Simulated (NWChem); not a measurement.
System: SeClF; SMILES F[Se]Cl

Computed with NWChem. Coordinates come from a PBE0/def2-SVP optimisation.

Diagonal of the polarisability tensor at PBE0/def2-SVPD, static: 38.56, 55.52, 35.07 bohr³.

Q: Find the mean polarisability volume, the molar refraction, and the refractive index that an ideal gas of it would have at 273.15 K and 1 atm.

A: 
1. Mean: one third of the trace = 43.05 bohr³ × 0.14818 Å³/bohr³ = 6.38 Å³.
2. Molar refraction (Lorentz-Lorenz): (4π/3) N_A α = 16.1 cm³/mol.
3. Number density p/kT = 2.687 × 10⁻⁵ Å⁻³; n − 1 = 2π N α = 10.77 × 10⁻⁴.
4. These hold the electronic response alone: vibrational and orientational terms add to the static dielectric constant.
